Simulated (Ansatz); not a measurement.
Mulliken charges of `C[CH]1[S][GeH2]1` from PBE/def2-TZVPP in Ansatz (PBE0-D4/def2-TZVP geometry).

```json
{"atom": "C1", "x (Å)": "-0.753", "y (Å)": "0.294", "z (Å)": "-1.141", "charge (e)": "-0.215"}
{"atom": "C2", "x (Å)": "-0.384", "y (Å)": "-0.467", "z (Å)": "0.103", "charge (e)": "-0.071"}
{"atom": "S3", "x (Å)": "1.040", "y (Å)": "-1.647", "z (Å)": "-0.043", "charge (e)": "-0.262"}
{"atom": "Ge4", "x (Å)": "1.046", "y (Å)": "0.110", "z (Å)": "1.270", "charge (e)": "0.157"}
{"atom": "H5", "x (Å)": "-1.181", "y (Å)": "-0.376", "z (Å)": "-1.893", "charge (e)": "0.089"}
{"atom": "H6", "x (Å)": "-1.494", "y (Å)": "1.065", "z (Å)": "-0.915", "charge (e)": "0.083"}
{"atom": "H7", "x (Å)": "0.119", "y (Å)": "0.775", "z (Å)": "-1.588", "charge (e)": "0.084"}
{"atom": "H8", "x (Å)": "-1.226", "y (Å)": "-0.933", "z (Å)": "0.609", "charge (e)": "0.115"}
{"atom": "H9", "x (Å)": "0.991", "y (Å)": "-0.152", "z (Å)": "2.774", "charge (e)": "0.012"}
{"atom": "H10", "x (Å)": "1.924", "y (Å)": "1.280", "z (Å)": "0.827", "charge (e)": "0.008"}
```

Q: By hand: the dipole of these point charges (1 e Å = 4.8032 D).

A: Σ q r = (-0.252, 0.440, 0.181) e Å, of length 0.538 e Å = 2.58 D.

Q: How does the dipole of the full density compare? (Estimate.)

A: Ansatz gave: (-0.195, 0.358, 0.143) e Å, 2.08 D; the point charges give 1.24 times that, at 1° from its direction.

Point charges leave out the atoms' own dipoles, such as those of lone pairs, and Mulliken's split depends on the basis, so the two needn't agree.
